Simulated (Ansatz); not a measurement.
```yaml
crystal:
  periodic: [false, false, false]
  atoms:
    - {symbol: Mg, position_ang: [-0.300981, -1.501675, -0.349428]}
    - {symbol: Mg, position_ang: [-0.971847, 0.965139, -0.771093]}
    - {symbol: Mg, position_ang: [1.396606, 0.588923, 1.231419]}
    - {symbol: Mg, position_ang: [1.867082, -0.414221, -1.602698]}
    - {symbol: Mg, position_ang: [-1.578728, 0.535811, 1.856300]}
    - {symbol: O, position_ang: [1.567032, -1.006776, 0.215801]}
    - {symbol: O, position_ang: [0.022845, -0.231755, -1.884788]}
    - {symbol: O, position_ang: [-0.203004, 1.582261, 0.983656]}
    - {symbol: O, position_ang: [-1.798985, -0.517697, 0.320831]}
basis:
  gaussian: {orbitals: "6-31++G**"}
total_charge: 1
magnetization: {spin_polarized: true, initial_magnetization: 1}
hamiltonian: {xc: {name: PBE-QIDH}}
accuracy: high
scf: {lower_state_search: off}
output: {forces: true}
```

```sh
$ ansatz run in.yaml --threads 4 --pin off --events-out ev --progress --plain --max-ram 4787MiB
```

Shortened log:

```
Functional definition: PBE-QIDH
3547 factors; integrals over basis functions are off by at most 3.1e-9 eV
mean field evaluation 1: about -35331.3019 eV, gradient 9.2e1 eV
mean field evaluation 2: about -35331.4091 eV, gradient 9.2e1 eV
mean field evaluation 4: about -35361.3125 eV, gradient 2.3e1 eV
mean field evaluation 8: about -35364.5132 eV, gradient 3.1e-1 eV
mean field evaluation 16: about -35364.5112 eV, gradient 7.4e-3 eV
mean field evaluation 32: about -35364.5112 eV, gradient 1.1e-5 eV
mean field -35364.51116966 eV, -1299.6218145584 hartree, gradient 6.8e-8 eV, S^2 0.756955; 0 other end points of the search recorded, 0 dependent functions left out
9 core orbitals not correlated: weight in the atoms' cores, before any rotation towards them, 1.000 or more for the frozen orbitals, at most 0.000 for the correlated occupied ones
reference -35364.51117301 eV, -1299.6218146816 hartree; 37, 36 occupied and 145, 146 virtual orbitals, 3547 factors
second order -30.67920905 eV of doubles, -0.00000000 eV of singles
Total energy: -35374.73757603 eV, -1299.9976280608 hartree
Atom 0 at    -0.300981    -1.501675    -0.349428 Å, force     0.124409     0.323407    -0.025908 eV/Å
Atom 1 at    -0.971847     0.965139    -0.771093 Å, force     0.119571    -0.222967     0.240596 eV/Å
Atom 2 at     1.396606     0.588923     1.231419 Å, force    -0.089423    -0.036758    -0.078501 eV/Å
Atom 3 at     1.867082    -0.414221    -1.602698 Å, force    -0.306310    -0.006008     0.291315 eV/Å
Atom 4 at    -1.578728     0.535811     1.856300 Å, force     0.250401    -0.019185    -0.340321 eV/Å
Atom 5 at     1.567032    -1.006776     0.215801 Å, force     0.138052    -0.104597    -0.063465 eV/Å
Atom 6 at     0.022845    -0.231755    -1.884788 Å, force     0.038405    -0.039384    -0.182412 eV/Å
Atom 7 at    -0.203004     1.582261     0.983656 Å, force    -0.096573     0.122934     0.099421 eV/Å
Atom 8 at    -1.798985    -0.517697     0.320831 Å, force    -0.178532    -0.017442     0.059275 eV/Å
Dipole moment:     0.360908     0.150596     0.309816 e Å
Checks for a lower state left out: starts, cluster_reference, orbital_swaps, neighbouring_geometries, increment
```

It took 3.5 min on 4 threads of Arm Neoverse V1 on a shared host, peak host memory 2.2 GiB.

The 6-31G sets use Cartesian d functions. Correlated methods freeze 9 core orbitals; core or outer-core shells of Mg are correlated, in sets that lack core-valence functions.

The dipole of an ion depends on the origin.
